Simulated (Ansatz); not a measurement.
`[CH3][AlH][CH2]Br` → Al• + Br• + 2 C• + 6 H•  (atomization)

Program: Ansatz. Geometries: PBE0-D4/def2-TZVP. ΔE: electronic, gas phase. CCSD(T)/CBS is the MP2 limit (def2-TZVPP, def2-QZVPP) plus CCSD(T) − MP2 in def2-TZVPP, frozen cores. This one scheme is used for every species, atoms too. Functionals use def2-TZVPP. B3LYP here is the variant with VWN-RPA as its local correlation; programs differ in this. Open shells (•) are unrestricted, without spin–orbit coupling. Spin–orbit coupling would lower the free atoms: a little for Al, C; clearly for Br. For Br outer-core shells are correlated without core-valence functions, so the limit isn't a true one: a few kJ/mol of doubt a bond, and 10 to 20 or more in all where bonds break to atoms. Scalar relativity is left out up to krypton. One conformer a species, not always the lowest.

Task: What is ΔE at CCSD(T)/CBS? (Best estimate.)

Result: The calculation gave: +34.34 eV.

Task: What do these levels give: r2SCAN-D4, B3LYP-D4, B2PLYP, PBE, PBE0, HF/def2-TZVPP, SCS-MP2/def2-TZVPP, CCSD/def2-TZVPP, CCSD(T)/def2-TZVPP, HF/CBS(def2), MP2/CBS(def2), CCSD/CBS(def2)? (Estimate.)

Result: Computed: r2SCAN-D4 34.39, B3LYP-D4 34.17, B2PLYP 33.82, PBE 34.39, PBE0 34.09, HF/def2-TZVPP 25.69, SCS-MP2/def2-TZVPP 33.70, CCSD/def2-TZVPP 33.06, CCSD(T)/def2-TZVPP 33.49, HF/CBS(def2) 25.72, MP2/CBS(def2) 34.63, CCSD/CBS(def2) 33.91 eV.

Largest T1 diagnostic among the species: 0.018.

From PBE to PBE0 (25 % exact exchange), in def2-TZVPP and without D4, ΔE moves by −0.29 eV: exact exchange takes away binding that semilocal exchange gives to molecules. The D4 term adds +0.32 eV with B3LYP and +0.17 eV with PBE0; it sums over pairs of atoms, weighted by their polarisabilities, and B3LYP, whose exchange is more repulsive, gets the larger term.

For atomizations the MP2-based limit and the directly extrapolated one differ by several kJ/mol either way, and by 10 to 25 for some Ge, Se and Sn compounds, so smaller differences from it don't rank the levels.
